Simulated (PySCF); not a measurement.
Si(F)2(Cl)(NH2), H2ClF2NSi, SMILES N[Si](F)(F)Cl (PBE0/def2-SVP optimised geometry):

```
7

N      1.038    -0.911     0.000
Si    -0.647    -0.911     0.000
F     -1.174    -1.675    -1.308
F     -1.163    -1.678     1.311
Cl    -1.570     0.911     0.000
H      1.570    -0.699    -0.835
H      1.566    -0.758     0.851
```

Computed with PBE0/def2-TZVP (PySCF).

What are the frontier orbital energies and the dipole moment?

HOMO-2 -9.95 eV, HOMO-1 -9.71 eV, HOMO -8.53 eV, LUMO 0.33 eV, LUMO+1 1.43 eV; dipole moment 2.93 D.

On the same geometry PySCF 2.14.0 with PBE/def2-TZVP gives HOMO-2 -8.41 eV, HOMO-1 -8.19 eV, HOMO -7.00 eV, LUMO -0.58 eV, LUMO+1 0.44 eV; dipole moment 2.85 D.

Meta-Löwdin charges at PBE0/def2-TZVP: N1 -0.75, Si2 1.50, F3 -0.49, F4 -0.49, Cl5 -0.29, H6 0.26, H7 0.26.
